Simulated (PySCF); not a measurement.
A series of substituents X on one scaffold: SiH2(OH)-X. All species are isolated molecules in the gas phase. One relaxed conformer stands for each flexible species; it need not be the lowest. Strings in code marks are SMILES.

Method: PBE-D3(BJ)/def2-TZVP // PBE0-D4/def2-TZVP (PySCF). All candidates: neutral, multiplicity 1. Delta-SCF ions had no search for a lower state. Excitations are Tamm–Dancoff values on a coarser integration grid. The basis has no diffuse functions, so Rydberg states are missing or too high.

```
Property                                 Result
--------------------------------------  -------
vertical ionisation energy (Delta-SCF)  9.38 eV
S1 excitation (TDA)                     5.60 eV
HOMO–LUMO gap                           5.43 eV
```

Question: Name which member has these values.
A) `O[SiH2]S` (H–O–Si–S torsion -52°, O–Si–S–H torsion -65°)
B) `O[SiH3]`
C) `CC(C)[SiH2]O` (C–C–Si–O torsion -179°, C–Si–O–H torsion -78°)
D) `OC[SiH2]O`

Answer: D, `OC[SiH2]O`. The others give `O[SiH3]`: 10.90 eV, 6.50 eV, 6.38 eV; `CC(C)[SiH2]O` (C–C–Si–O torsion -179°, C–Si–O–H torsion -78°): 9.35 eV, 6.08 eV, 5.99 eV; `O[SiH2]S` (H–O–Si–S torsion -52°, O–Si–S–H torsion -65°): 9.80 eV, 6.08 eV, 5.85 eV
